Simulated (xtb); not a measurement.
C$_{4}$H$_{3}$S, doublet, from a rough starting geometry; GFN2-xTB (xtb).

Here is a job for xtb.
```
$ xtb mol.xyz --gfn 2 --uhf 1 --opt vtight --json

# file mol.xyz
8

S     -0.00929779     0.33778793     1.89126907
C      0.01051366     1.54549045     0.69761893
C     -0.00859987    -0.94948881     0.67180972
C      0.02785640     0.97942868    -0.56363230
C     -0.00166105    -0.41453979    -0.65482222
H      0.08896997    -2.03828864     1.00029600
H      0.01084785     1.58782973    -1.56957975
H      0.01421385    -1.04423094    -1.51377194
```

**Question.** What does xtb print? Leave out banner, timings and long lists.

**Answer.** 
```
   ID    Z sym.   atoms
    1   16 S      1
    2    6 C      2-5
    3    1 H      6-8

           -------------------------------------------------
          |                Calculation Setup                |
           -------------------------------------------------

           -------------------------------------------------
          |                 G F N 2 - x T B                 |
           -------------------------------------------------

          ...................................................
          :                      SETUP                      :
          :.................................................:
          :  # basis functions                  29          :
          :  # atomic orbitals                  28          :
          :  # shells                           14          :
          :  # electrons                        25          :
          :  max. iterations                   250          :
          :  Hamiltonian                  GFN2-xTB          :
          :  restarted?                      false          :
          :  GBSA solvation                  false          :
          :  PC potential                    false          :
          :  electronic temp.          300.0000000     K    :
          :  accuracy                    1.0000000          :
          :  -> integral cutoff          0.2500000E+02      :
          :  -> integral neglect         0.1000000E-07      :
          :  -> SCF convergence          0.1000000E-05 Eh   :
          :  -> wf. convergence          0.1000000E-03 e    :
          :  Broyden damping             0.4000000          :
          :  net charge                          0          :
          :  unpaired electrons                  1          :
          ...................................................

 iter      E             dE          RMSdq      gap      omega  full diag
   1    -13.3310907 -0.133311E+02  0.506E+00    3.06       0.0  T
   2    -13.3381630 -0.707231E-02  0.304E+00    3.36       1.0  T
   3    -13.3168578  0.213052E-01  0.182E+00    2.85       1.0  T
   4    -13.3388296 -0.219717E-01  0.719E-01    3.36       1.0  T
   5    -13.3419758 -0.314618E-02  0.294E-01    3.19       1.0  T
   6    -13.3424649 -0.489148E-03  0.116E-01    3.22       1.0  T
   7    -13.3425307 -0.658210E-04  0.427E-02    3.24       1.0  T
   8    -13.3425332 -0.247570E-05  0.195E-02    3.23       1.8  T
   9    -13.3425343 -0.114213E-05  0.754E-03    3.23       4.7  T
  10    -13.3425344 -0.897217E-07  0.179E-03    3.23      19.8  T
  11    -13.3425344  0.162262E-08  0.929E-04    3.23      38.0  T
  12    -13.3425344 -0.547110E-08  0.243E-04    3.23     145.5  T

   *** convergence criteria satisfied after 12 iterations ***

         :::::::::::::::::::::::::::::::::::::::::::::::::::::
         ::                     SUMMARY                     ::
         :::::::::::::::::::::::::::::::::::::::::::::::::::::
         :: total energy             -13.182520161535 Eh    ::
         :: gradient norm              0.132682182393 Eh/a0 ::
         :: HOMO-LUMO gap              3.231663175247 eV    ::
         ::.................................................::
         :: SCC energy               -13.342533193097 Eh    ::
         :: -> isotropic ES           -0.000178785949 Eh    ::
         :: -> anisotropic ES          0.001121801527 Eh    ::
         :: -> anisotropic XC          0.008330175673 Eh    ::
         :: -> dispersion             -0.005658724491 Eh    ::
         :: repulsion energy           0.160013031562 Eh    ::
         :: add. restraining           0.000000000000 Eh    ::
         :: total charge               0.000000000057 e     ::
         :::::::::::::::::::::::::::::::::::::::::::::::::::::

      -----------------------------------------------------------
     |                   =====================                   |
     |                        A N C O P T                        |
     |                   =====================                   |
     |               Approximate Normal Coordinate               |
     |                Rational Function Optimizer                |
      -----------------------------------------------------------
      -----------------------------------------------------------
     |                   =====================                   |
     |                        A N C O P T                        |
     |                   =====================                   |
     |               Approximate Normal Coordinate               |
     |                Rational Function Optimizer                |
      -----------------------------------------------------------

          ...................................................
          :                      SETUP                      :
          :.................................................:
          :   optimization level         verytight          :
          :   max. optcycles                   200          :
          :   ANC micro-cycles                  20          :
          :   degrees of freedom                18          :
          :.................................................:
          :   RF solver                   davidson          :
          :   write xtbopt.log                true          :
          :   linear?                        false          :
          :   energy convergence         0.1000000E-06 Eh   :
          :   grad. convergence          0.2000000E-03 Eh/α :
          :   maxmium RF displ.          1.0000000          :
          :   Hlow (freq-cutoff)         0.1000000E-01      :
          :   Hmax (freq-cutoff)         5.0000000          :
          :   S6 in model hess.         20.0000000          :
          ...................................................

generating ANC from exact Hessian ...
Using Lindh-Hessian (1995)
 Shifting diagonal of input Hessian by    0.0000000000000000
 Lowest  eigenvalues of input Hessian
[...]
 * total energy  :   -13.1825202 Eh     change       -0.5497292E-10 Eh
 * total energy  :   -13.1994270 Eh     change       -0.1690681E-01 Eh
 * total energy  :   -13.2018292 Eh     change       -0.2402270E-02 Eh
 * total energy  :   -13.2020808 Eh     change       -0.2515667E-03 Eh
 * total energy  :   -13.2021296 Eh     change       -0.4874837E-04 Eh
 * total energy  :   -13.2021545 Eh     change       -0.2491069E-04 Eh
 * total energy  :   -13.2021574 Eh     change       -0.2921402E-05 Eh
 * total energy  :   -13.2021587 Eh     change       -0.1302457E-05 Eh
 * total energy  :   -13.2021585 Eh     change        0.1596079E-06 Eh
 * total energy  :   -13.2021590 Eh     change       -0.4275924E-06 Eh
 * total energy  :   -13.2021590 Eh     change       -0.1235197E-07 Eh
   *** GEOMETRY OPTIMIZATION CONVERGED AFTER 11 ITERATIONS ***
[...]

   *** convergence criteria satisfied after 3 iterations ***

         :::::::::::::::::::::::::::::::::::::::::::::::::::::
         ::                     SUMMARY                     ::
         :::::::::::::::::::::::::::::::::::::::::::::::::::::
         :: total energy             -13.202158974057 Eh    ::
         :: gradient norm              0.000038231088 Eh/a0 ::
         :: HOMO-LUMO gap              3.234554694255 eV    ::
         ::.................................................::
         :: SCC energy               -13.403112333802 Eh    ::
         :: -> isotropic ES            0.000109847967 Eh    ::
         :: -> anisotropic ES          0.000715133990 Eh    ::
         :: -> anisotropic XC          0.007373461528 Eh    ::
         :: -> dispersion             -0.005673094718 Eh    ::
         :: repulsion energy           0.200953359745 Eh    ::
         :: add. restraining           0.000000000000 Eh    ::
         :: total charge               0.000000000275 e     ::
         :::::::::::::::::::::::::::::::::::::::::::::::::::::

           -------------------------------------------------
          |                Property Printout                |
           -------------------------------------------------

    * Orbital Energies and Occupations

         #    Occupation            Energy/Eh            Energy/eV
      -------------------------------------------------------------
         1        2.0000           -0.7321719             -19.9234
         2        2.0000           -0.6471550             -17.6100
         3        2.0000           -0.6141705             -16.7124
         4        2.0000           -0.5700020             -15.5105
         5        2.0000           -0.5514579             -15.0059
         6        2.0000           -0.5277296             -14.3603
         7        2.0000           -0.4862571             -13.2317
         8        2.0000           -0.4770099             -12.9801
         9        2.0000           -0.4681857             -12.7400
        10        2.0000           -0.4588262             -12.4853
        11        2.0000           -0.4011403             -10.9156
        12        2.0000           -0.3969869             -10.8026
        13        1.0000           -0.3634649              -9.8904 (HOMO)
        14                         -0.2445972              -6.6558 (LUMO)
        15                         -0.2019399              -5.4951
        16                         -0.1737105              -4.7269
        17                         -0.1051666              -2.8617
        18                          0.0114687               0.3121
        19                          0.0283583               0.7717
        20                          0.0392383               1.0677
        21                          0.1318088               3.5867
        22                          0.1734045               4.7186
        23                          0.2084200               5.6714
        24                          0.3360306               9.1439
       ...                                ...                  ...
        28                          0.6919394              18.8286
      -------------------------------------------------------------
                  HL-Gap            0.1188677 Eh            3.2346 eV
             Fermi-level           -0.3421255 Eh           -9.3097 eV

     #   Z          covCN         q      C6AA      α(0)
     1  16 S        2.273    -0.002   141.147    19.996
     2   6 C        2.048    -0.037    31.961     9.131
     3   6 C        2.938    -0.025    28.626     8.775
     4   6 C        3.085    -0.038    28.844     8.804
     5   6 C        3.133    -0.038    28.732     8.774
     6   1 H        0.926     0.046     2.371     2.408
     7   1 H        0.926     0.049     2.333     2.388
     8   1 H        0.926     0.045     2.377     2.411

 Mol. C6AA /au·bohr⁶  :       1459.581929
 Mol. C8AA /au·bohr⁸  :      46635.528306
 Mol. α(0) /au        :         62.688000

Wiberg/Mayer (AO) data.
largest (>0.10) Wiberg bond orders for each atom

 ---------------------------------------------------------------------------
     #   Z sym  total        # sym  WBO       # sym  WBO       # sym  WBO
 ---------------------------------------------------------------------------
     1  16 S    2.672 --     2 C    1.268     3 C    1.162     5 C    0.101
     2   6 C    3.212 --     4 C    1.699     1 S    1.268     3 C    0.137
     3   6 C    3.941 --     5 C    1.645     1 S    1.162     6 H    0.970
                             2 C    0.137
     4   6 C    3.979 --     2 C    1.699     5 C    1.195     7 H    0.960
     5   6 C    3.978 --     3 C    1.645     4 C    1.195     8 H    0.957
                             1 S    0.101
     6   1 H    0.998 --     3 C    0.970
     7   1 H    0.998 --     4 C    0.960
     8   1 H    0.998 --     5 C    0.957
 ---------------------------------------------------------------------------

Topologies differ in total number of bonds
Writing topology from bond orders to xtbtopo.mol

molecular dipole:
                 x           y           z       tot (Debye)
 q only:        0.002      -0.212      -0.180
   full:        0.004      -0.357      -0.470       1.501
molecular quadrupole (traceless):
                xx          xy          yy          xz          yz          zz
 q only:       -0.706      -0.021       0.371      -0.001      -0.766       0.335
  q+dip:       -1.676      -0.048       1.344      -0.003      -1.886       0.331
   full:       -0.761      -0.040       1.480      -0.005      -1.627      -0.719

optimized geometry written to: xtbopt.xyz

           -------------------------------------------------
          | TOTAL ENERGY              -13.202158974057 Eh   |
          | GRADIENT NORM               0.000038231088 Eh/α |
          | HOMO-LUMO GAP               3.234554694255 eV   |
           -------------------------------------------------
```
